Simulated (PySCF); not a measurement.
Br$_{2}$Ga, charge +1, singlet, geometry from GFN2-xTB (such geometries of metal compounds can be far from the true shape), with bond 2-1 at 2.2 times its length; PBE0/STO-3G (PySCF).

Here is a job for PySCF.
```python
from pyscf import gto, scf, dft

mol = gto.M(
    atom='''
Ga    0.000000    0.000000    0.000000
Br    0.000000    0.000000    5.043668
Br   -0.000000   -0.000000   -2.292576
''',
    basis='sto-3g',
    charge=1,
    spin=0,
    verbose=4,
)

mf = dft.RKS(mol)
mf.xc = 'pbe0'
mf.kernel()
mo_i, mo_e, stable_i, stable_e = mf.stability(internal=True, external=True, return_status=True, nroots=6, tol=1e-6)
print('internally stable:', stable_i, ' externally stable:', stable_e)
if not stable_e:
    umf = mf.to_uhf() if not hasattr(mf, 'xc') else mf.to_uks()
    umf.scf_summary = {}
    umf.kernel(umf.make_rdm1(mo_e, umf.mo_occ))
mf.analyze()
```

What the program printed (banner, timings and long lists left out):

```
PySCF version 2.14.0

[INPUT] verbose = 4
[INPUT] num. atoms = 3
[INPUT] num. electrons = 100
[INPUT] charge = 1
[INPUT] spin (= nelec alpha-beta = 2S) = 0
[INPUT] symmetry False subgroup None
[INPUT] Mole.unit = angstrom
[INPUT] Symbol           X                Y                Z      unit          X                Y                Z       unit  Magmom
[...]
nuclear repulsion = 452.640802503239
number of shells = 24
number of NR pGTOs = 162
number of NR cGTOs = 54
basis = sto-3g
ecp = {}

******** <class 'pyscf.dft.rks.RKS'> ********
method = RKS
initial guess = minao
damping factor = 0
level_shift factor = 0
DIIS = <class 'pyscf.scf.diis.CDIIS'>
diis_start_cycle = 1
diis_space = 8
diis_damp = 0
SCF conv_tol = 1e-09
SCF conv_tol_grad = None
SCF max_cycles = 50
direct_scf = True
direct_scf_tol = 1e-13
XC library pyscf.dft.libxc version 7.1.2
    S. Lehtola, C. Steigemann, M. J. T. Oliveira, and M. A. L. Marques,  SoftwareX 7, 1–5 (2018)
XC functionals = pbe0
    C. Adamo and V. Barone,  J. Chem. Phys. 110, 6158 (1999)
    M. Ernzerhof and G. E. Scuseria,  J. Chem. Phys. 110, 5029 (1999)
radial grids:
    Treutler-Ahlrichs [JCP 102, 346 (1995); DOI:10.1063/1.469408] (M4) radial grids

becke partition: Becke, JCP 88, 2547 (1988); DOI:10.1063/1.454033
pruning grids: <function nwchem_prune>
grids dens level: 3
symmetrized grids: False
atomic radii adjust function: <function treutler_atomic_radii_adjust>
small_rho_cutoff = 0
Set gradient conv threshold to 3.16228e-05
Initial guess from minao.
tot grids = 61752
init E= -6984.16516359218

cycle= 1 E= -6992.91880417075  delta_E= -8.75  |g|= 0.364  |ddm|=  2.5

cycle= 2 E= -6972.64460224965  delta_E= 20.3  |g|= 5.15  |ddm|= 6.72
cycle= 3 E= -6978.74622910797  delta_E= -6.1  |g|= 4.52  |ddm|= 2.91
cycle= 4 E= -6978.75627618249  delta_E= -0.01  |g|= 4.49  |ddm|= 0.0402
cycle= 5 E= -6979.43809177377  delta_E= -0.682  |g|= 3.97  |ddm|= 0.41
cycle= 6 E= -6988.91114518285  delta_E= -9.47  |g|= 2.08  |ddm|= 5.85

cycle= 7 E= -6991.81743514441  delta_E= -2.91  |g|= 1.12  |ddm|= 4.16
cycle= 8 E= -6991.8136032193  delta_E= 0.00383  |g|= 1.12  |ddm|= 0.0212
cycle= 9 E= -6992.64646517929  delta_E= -0.833  |g|= 0.435  |ddm|= 3.15
cycle= 10 E= -6978.7814180957  delta_E= 13.9  |g|= 0.466  |ddm|= 7.88
cycle= 11 E= -6972.88401930327  delta_E=  5.9  |g|= 5.19  |ddm|= 6.43
cycle= 12 E= -6971.04901151476  delta_E= 1.84  |g|= 3.77  |ddm|= 1.03
cycle= 13 E= -6992.69692757146  delta_E= -21.6  |g|= 0.365  |ddm|= 7.19
cycle= 14 E= -6992.58078465367  delta_E= 0.116  |g|= 0.576  |ddm|= 0.622
cycle= 15 E= -6992.68079611492  delta_E= -0.1  |g|= 0.465  |ddm|= 0.443

cycle= 16 E= -6991.78825572081  delta_E= 0.893  |g|= 1.68  |ddm|= 3.68

cycle= 17 E= -6991.95555158737  delta_E= -0.167  |g|= 1.57  |ddm|= 3.29
cycle= 18 E= -6991.64418797188  delta_E= 0.311  |g|= 1.77  |ddm|= 0.338
cycle= 19 E= -6985.99858978521  delta_E= 5.65  |g|= 0.892  |ddm|= 4.94
cycle= 20 E= -6992.92369844067  delta_E= -6.93  |g|= 0.427  |ddm|= 5.01

cycle= 21 E= -6986.55031306457  delta_E= 6.37  |g|= 3.53  |ddm|= 5.96

cycle= 22 E= -6991.04769081634  delta_E= -4.5  |g|= 1.97  |ddm|= 4.59
cycle= 23 E= -6991.25997731194  delta_E= -0.212  |g|= 1.73  |ddm|= 0.255
cycle= 24 E= -6991.76093811251  delta_E= -0.501  |g|= 1.02  |ddm|= 0.869
cycle= 25 E= -6991.70148773304  delta_E= 0.0595  |g|= 1.12  |ddm|= 0.169
cycle= 26 E= -6991.69763826274  delta_E= 0.00385  |g|= 1.13  |ddm|= 0.0118
cycle= 27 E= -6991.88448495902  delta_E= -0.187  |g|= 0.838  |ddm|= 0.509
cycle= 28 E= -6992.00269974652  delta_E= -0.118  |g|= 0.828  |ddm|= 0.327
cycle= 29 E= -6986.15924365921  delta_E= 5.84  |g|= 0.753  |ddm|= 5.77
cycle= 30 E= -6992.65378771088  delta_E= -6.49  |g|= 0.44  |ddm|= 5.79
cycle= 31 E= -6986.36588753166  delta_E= 6.29  |g|= 0.535  |ddm|= 5.77

cycle= 32 E= -6992.93060792178  delta_E= -6.56  |g|= 0.348  |ddm|= 4.78
cycle= 33 E= -6991.94584598981  delta_E= 0.985  |g|= 0.76  |ddm|= 3.07
[...]
SCF not converged.
<class 'pyscf.dft.rks.RKS'> wavefunction has an internal instability
<class 'pyscf.dft.rks.RKS'> wavefunction has an real -> complex instability
<class 'pyscf.dft.rks.RKS'> wavefunction has an RHF/RKS -> UHF/UKS instability
internally stable: False  externally stable: False
[...]
cycle= 8 E= -6989.9206940177  delta_E= -2.2  |g|= 1.22  |ddm|= 2.26
cycle= 9 E= -6989.87106862156  delta_E= 0.0496  |g|= 1.23  |ddm|= 0.877
cycle= 10 E= -6978.78128188521  delta_E= 11.1  |g|= 0.321  |ddm|= 5.57
cycle= 11 E= -6969.8247134573  delta_E= 8.96  |g|= 0.584  |ddm|= 4.33

cycle= 12 E= -6992.13352200592  delta_E= -22.3  |g|= 0.56  |ddm|= 5.37
cycle= 13 E= -6992.1397845852  delta_E= -0.00626  |g|= 0.575  |ddm|= 0.589
cycle= 14 E= -6992.10580191008  delta_E= 0.034  |g|= 0.604  |ddm|= 0.315
cycle= 15 E= -6992.07108298075  delta_E= 0.0347  |g|= 0.639  |ddm|= 0.179
cycle= 16 E= -6992.09080021381  delta_E= -0.0197  |g|= 0.629  |ddm|= 0.0749
cycle= 17 E= -6992.28207384245  delta_E= -0.191  |g|= 0.461  |ddm|= 0.496
cycle= 18 E= -6992.31557474208  delta_E= -0.0335  |g|= 0.444  |ddm|= 0.365
cycle= 19 E= -6978.78326313191  delta_E= 13.5  |g|= 0.334  |ddm|= 5.48

cycle= 20 E= -6970.17986903115  delta_E=  8.6  |g|= 1.31  |ddm|= 4.35
cycle= 21 E= -6991.50549893159  delta_E= -21.3  |g|= 0.91  |ddm|= 4.44
cycle= 22 E= -6969.79564319783  delta_E= 21.7  |g|= 0.287  |ddm|=  4.6
cycle= 23 E= -6986.36842560704  delta_E= -16.6  |g|= 0.362  |ddm|= 5.16

cycle= 24 E= -6992.93364898099  delta_E= -6.57  |g|= 0.23  |ddm|= 3.34
cycle= 25 E= -6991.92659127294  delta_E= 1.01  |g|= 0.611  |ddm|= 2.19
cycle= 26 E= -6991.79794477733  delta_E= 0.129  |g|= 0.727  |ddm|= 0.248
cycle= 27 E= -6990.38112461246  delta_E= 1.42  |g|= 1.25  |ddm|= 2.97
cycle= 28 E= -6992.90724883744  delta_E= -2.53  |g|= 0.291  |ddm|= 2.77
cycle= 29 E= -6978.87338764948  delta_E=   14  |g|= 2.85  |ddm|=    4
cycle= 30 E= -6978.52631390524  delta_E= 0.347  |g|= 3.06  |ddm|= 0.208
cycle= 31 E= -6992.01581933407  delta_E= -13.5  |g|= 0.565  |ddm|= 3.34
cycle= 32 E= -6991.9881783978  delta_E= 0.0276  |g|= 0.583  |ddm|= 0.0938
cycle= 33 E= -6992.02048304699  delta_E= -0.0323  |g|= 0.546  |ddm|= 0.0842
cycle= 34 E= -6992.00920997767  delta_E= 0.0113  |g|= 0.561  |ddm|= 0.0698
cycle= 35 E= -6992.02578173148  delta_E= -0.0166  |g|= 0.54  |ddm|= 0.0848
cycle= 36 E= -6992.03678580106  delta_E= -0.011  |g|= 0.523  |ddm|= 0.103
cycle= 37 E= -6978.78174739722  delta_E= 13.3  |g|= 0.324  |ddm|= 5.49
cycle= 38 E= -6992.66698080311  delta_E= -13.9  |g|= 0.279  |ddm|= 5.62
cycle= 39 E= -6986.3910786404  delta_E= 6.28  |g|= 0.361  |ddm|= 4.08
cycle= 40 E= -6991.99308576556  delta_E= -5.6  |g|= 0.534  |ddm|=    4
cycle= 41 E= -6991.96238389335  delta_E= 0.0307  |g|= 0.56  |ddm|= 0.262
cycle= 42 E= -6991.97216251012  delta_E= -0.00978  |g|= 0.553  |ddm|= 0.188
cycle= 43 E= -6991.95615317783  delta_E= 0.016  |g|= 0.569  |ddm|= 0.224
cycle= 44 E= -6991.96904514353  delta_E= -0.0129  |g|= 0.563  |ddm|= 0.541
cycle= 45 E= -6991.92412698009  delta_E= 0.0449  |g|= 0.645  |ddm|= 0.336
cycle= 46 E= -6991.92739961633  delta_E= -0.00327  |g|= 0.641  |ddm|= 0.00717
cycle= 47 E= -6991.8175159548  delta_E= 0.11  |g|= 0.662  |ddm|= 0.44
cycle= 48 E= -6978.78257914272  delta_E=   13  |g|= 0.329  |ddm|= 5.49
cycle= 49 E= -6977.11143265532  delta_E= 1.67  |g|= 3.58  |ddm|= 4.97
cycle= 50 E= -6975.86866760621  delta_E= 1.24  |g|= 3.85  |ddm|= 0.572
SCF not converged.
SCF energy = -6975.86866760621 after 50 cycles  <S^2> = 1.0043562  2S+1 = 2.2399609
**** SCF Summaries ****
Total Energy =                       -6991.702259910319299
Nuclear Repulsion Energy =             452.640802503238945
One-electron Energy =               -10622.217830095389218
Two-electron Energy =                 3177.874767681830690
Two-electron Coulomb Energy =         3434.129199854626677
DFT Exchange-Correlation Energy =     -256.254432172795873
**** MO energy ****
[...]
 ** Mulliken pop on meta-lowdin orthogonal AOs  **
 ** Mulliken pop  **
 ** Mulliken atomic charges  **
charge of    0Ga =      1.88757
charge of    1Br =     -0.99997
charge of    2Br =      0.11241

WARN: System has nonzero charge 1; the dipole moment is origin-dependent.
Location of origin: [0. 0. 0.]

Dipole moment(X, Y, Z, Debye): -0.00009,  0.00003, -25.87944
```

Convergence was not reached.
